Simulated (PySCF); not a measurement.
CH9N3Si2

CH9N3Si2 is a small molecule, neutral, singlet. The structure, one conformer, was relaxed in the gas phase by PBE0-D3(BJ)/def2-SVP. No frequency run checks that it is a minimum.

SMILES: CN[SiH]1N[SiH2]N1

Coordinates in Å:
```
N1     -0.987   -1.492   -0.175
Si2    -2.203   -0.711   -1.147
N3     -1.048    0.579   -1.346
Si4     0.200   -0.228   -0.425
N5      0.815    0.597    0.947
C6      2.194    0.781    1.319
H7     -0.931   -2.395    0.270
H8     -2.600   -1.434   -2.397
H9     -3.474   -0.342   -0.442
H10    -1.077    1.471   -1.815
H11     1.435   -0.632   -1.164
H12     0.147    0.999    1.596
H13     2.476    1.847    1.395
H14     2.447    0.302    2.283
H15     2.847    0.331    0.556
```

Shieldings: GIAO PBE0/pcSseg-1. Shifts are against computed references at the same level: C TMS (σ 184.4 ppm), H TMS (σ 31.27 ppm), Si TMS (σ 352.0 ppm). Core levels by delta-SCF with SCAN, pcX-2 on the ionised atom and pcseg-1 elsewhere, spin-free X2C (2p3/2 is the spin-free 2p value less a third of a first-order spin-orbit splitting); from the vacuum level, for chosen atoms.

Problem. Give the shieldings and core levels atom by atom.

Solution. 
```tsv
atoms	bonded to	σ (ppm)	δ (ppm)	core level (eV)
N1	2 Si + 1 H	235.2	-	1s 403.54
Si2	2 N + 2 H	383.8	-31.8	2p3/2 106.88
N3	2 Si + 1 H	236.7	-	1s 403.57
Si4	3 N + 1 H	377.5	-25.5	2p3/2 106.84
N5	1 C + 1 Si + 1 H	211.6	-	1s 404.24
C6	1 N + 3 H	154.7	29.7	-
H7	1 N	31.06	0.20	-
H8	1 Si	25.88	5.39	-
H9	1 Si	25.82	5.44	-
H10	1 N	31.10	0.17	-
H11	1 Si	26.19	5.07	-
H12	1 N	30.47	0.79	-
H13 H14 H15	1 C	28.53	2.74	-
```

Values are those of this one static structure, with the three H of a rotating XH3 group averaged; atoms that internal rotation interchanges would show their mean in an NMR spectrum.

Problem. By CAM-B3LYP/def2-SVPD (TDDFT singlets, Tamm-Dancoff triplets, ionisation by delta-SCF), where does absorption start, and what does vertical ionisation take?

Solution. The lowest singlet lies at 6.09 eV (f 0.041), the strongest of the first 6 at 6.99 eV (f 0.091), the lowest triplet at 5.78 eV; vertical ionisation takes 8.72 eV.
